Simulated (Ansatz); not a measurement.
`BC(=C)Br` and `B[C](=C)[AlH][F]` differ in one atom or group.

Ansatz, PBE0-D4/def2-TZVP geometries, multiplicity 1. Each molecule was computed in one conformer, which needn't be the lowest.

Scalar relativity is left out up to krypton.

```
                                                                                  property  `BC(=C)Br`
                                                        HOMO energy (PBE0/def2-TZVPP) / eV       -7.66
ideal-gas entropy at 298 K and 1 bar (rigid rotor, harmonic PBE0-D4/def2-TZVP) / J/(mol·K)         309
                                                       LUMO energy (B3LYP/def2-TZVPP) / eV       -2.72
                                                       HOMO energy (B3LYP/def2-TZVPP) / eV       -7.42
                                                         HOMO energy (PBE/def2-TZVPP) / eV       -6.56
                                                     LUMO energy (ωB97M-V/def2-TZVPP) / eV       -0.49
```

(1) Give the same properties after the change, and the shifts. (Estimate.)

Results:

(1) Ansatz gave: 
```json
{"property": "HOMO energy (PBE0/def2-TZVPP) / eV", "`B[C](=C)[AlH][F]`": "-7.96", "shift": "-0.30"}
{"property": "ideal-gas entropy at 298 K and 1 bar (rigid rotor, harmonic PBE0-D4/def2-TZVP) / J/(mol·K)", "`B[C](=C)[AlH][F]`": "360", "shift": "51"}
{"property": "LUMO energy (B3LYP/def2-TZVPP) / eV", "`B[C](=C)[AlH][F]`": "-2.62", "shift": "0.10"}
{"property": "HOMO energy (B3LYP/def2-TZVPP) / eV", "`B[C](=C)[AlH][F]`": "-7.78", "shift": "-0.36"}
{"property": "HOMO energy (PBE/def2-TZVPP) / eV", "`B[C](=C)[AlH][F]`": "-6.69", "shift": "-0.13"}
{"property": "LUMO energy (ωB97M-V/def2-TZVPP) / eV", "`B[C](=C)[AlH][F]`": "-0.39", "shift": "0.10"}
```

With PBE0 the HOMO falls by 0.30 eV and the LUMO rises by 0.11 eV, so the gap widens by about 0.41 eV. PBE moves the HOMO by -0.13 eV and ωB97M-V by -0.34 eV. The zero-point energy changes by 22.4 kJ/mol with +6 modes. Modes under 60 cm⁻¹, often nearly free rotors, make the harmonic entropy too high.

B3LYP here is the variant with VWN-RPA as its local correlation; programs differ in this.

Spin–orbit coupling is left out; it splits and shifts lone-pair levels of the heavy atoms by tenths of an eV.
